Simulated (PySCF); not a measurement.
From a computed spectrum to the compound

A species of 7 atoms with charge -1 has these harmonic modes (PBE0, small Gaussian bases with core potentials, PySCF 2.14.0):

| cm⁻¹ | km/mol | symmetry |
| --- | --- | --- |
| 166 | 2.7 | a'' |
| 173 | 276.8 | a' |
| 234 | 103.2 | a' |
| 331 | 420.0 | a'' |
| 418 | 466.1 | a' |
| 534 | 1008.5 | a' |
| 705 | 44.1 | a'' |
| 797 | 47.0 | a' |
| 835 | 512.7 | a'' |
| 956 | 1196.3 | a' |
| 1015 | 466.5 | a'' |
| 1073 | 75.5 | a' |
| 1642 | 48.8 | a' |
| 3328 | 307.8 | a' |
| 3360 | 561.4 | a'' |

Question: Which species is it, and in which structure?

Answer: [EuH3(H2O)]− (singlet in the valence; each metal's 4f electrons, 7 of them, lie in its core potential, out of spins and levels):
```xyz
7

Eu    0.0838   -0.1788    0.1788
H     0.7349    2.0618    0.5421
H    -0.6878   -1.7416    1.7416
H     0.7349   -0.5421   -2.0618
O    -0.8235    1.5324   -1.5324
H    -0.2156    2.0686   -0.9590
H    -0.2156    0.9590   -2.0686
```
Ideal gas at 298.15 K and 1 bar: S = 332.9 J/(mol K), Cp = 87.5 J/(mol K), H − H(0 K) = 17.7 kJ/mol (rigid rotor, harmonic modes, spin degeneracy alone, that of the 4f electrons in the core included). An lcecp potential fixes the number of 4f electrons, so in runs with it no electron can move into or out of that shell.
 This is one of several that fit.
